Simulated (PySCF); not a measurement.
C2H3ClF2Si, SMILES C=C[Si](F)(F)Cl.

The structure is a stationary point at B3LYP-D3(BJ)/def2-SVP. Other conformers were not sampled.

The numbers are results of PBE/def2-TZVP (PySCF), not measurements.

Isolated molecule, no solvent.

Computed frontier levels, gap, dipole moment and polarisability:
The highest occupied level comes out as -7.62 eV and the lowest empty level comes out as -2.30 eV. The orbital gap is 5.31 eV and the dipole moment is 2.48 D. The quadrupole, principal values (traceless, Buckingham form, about the centre of nuclear charge) comes out as -5.52, -0.76, 6.28 D·Å and the mean static polarisability is 58.4 bohr³ (8.65 Å³). The polarisability, principal values is 47.4, 50.6, 77.2 bohr³.
